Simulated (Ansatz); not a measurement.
(ZnSe)n off (charge +1): PBE-D4/def2-SVP single points in Ansatz on relaxed structures, gas phase. Each cluster is the lowest isomer that a short search found in that spin, judged at the geometry's level, and lower ones may exist. HOMO and LUMO are taken over both spins. The structures are stationary points that may keep the symmetry of their start.

| species | atoms | state | geometry | HOMO (eV) | LUMO (eV) | gap (eV) | point group (within 0.1 Å) |
| --- | --- | --- | --- | --- | --- | --- | --- |
| Zn2Se⁺ | 3 | doublet | r2SCAN-D4/def2-TZVP | -9.84 | -9.36 | 0.49 | C2v |
| Zn3Se3⁺ | 6 | doublet | PBE-D4/def2-SVP | -9.49 | -9.22 | 0.27 | Cs |
| Zn7Se6⁺ | 13 | doublet | PBE-D4/def2-SVP | -8.10 | -7.68 | 0.42 | – |

The gap (eV) runs from 0.27 (Zn3Se3⁺) to 0.49 (Zn2Se⁺).
